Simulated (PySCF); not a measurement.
Task: Write Cartesian coordinates for `N#Cc1ccc(O)cc1` (4-hydroxybenzonitrile) as optimised with PBE0-D3(BJ)/def2-SVP.

Result: 
```
atom  x, y, z in Å
N1     4.0524   -0.4519   -0.1638
C2     2.9082   -0.2664   -0.1177
C3     1.4978   -0.0390   -0.0610
C4     0.9920    1.2529    0.1636
C5    -0.3740    1.4729    0.2185
C6    -1.2655    0.4050    0.0498
O7    -2.5788    0.6747    0.1124
C8    -0.7680   -0.8848   -0.1743
C9     0.6013   -1.1039   -0.2291
H10    1.6851    2.0857    0.2951
H11   -0.7800    2.4707    0.3922
H12   -3.0848   -0.1349   -0.0175
H13   -1.4607   -1.7212   -0.3065
H14    0.9860   -2.1102   -0.4040
```

Any rigid rotation of these coordinates is as good. Atoms count from 1 in this order. The 9 heavy atoms lie in one plane (0.000 Å rms). The 6-membered ring C3–C4–C5–C6–C8–C9 has internal angles of 119.2° to 120.5°; it is planar, 0.00 Å rms from its mean plane, widest ring torsion 0°. Of the pairs four or more bonds apart, H12···H13 is among the closest relative to their van der Waals radii: 2.29 Å, 95 % of the sum of Bondi's values. The 7 C–C bonds span 1.385 Å (C4–C5, aromatic) to 1.430 Å (C2–C3, drawn single), a spread of 0.045 Å.

Bonds between heavy atoms (Å): N1≡C2 1.160, C2–C3 1.430, C3–C4 1.405, C4–C5 1.385, C5–C6 1.401, C6–O7 1.342, C6–C8 1.401, C8–C9 1.388, C3–C9 1.402.

Method used: PBE0-D3(BJ)/def2-SVP geometry optimisation, gas phase in PySCF.

Point group: Cs (tolerance 0.08 Å). No frequency check. The numbers are those of one conformer (C5–C6–O7–H 180°).

On one thread, Intel Xeon 6975P-C (x86_64), no GPU, on a shared host, this took 39 s of wall time and 0.73 GiB of memory at its peak. That covers the optimisation of the geometry.
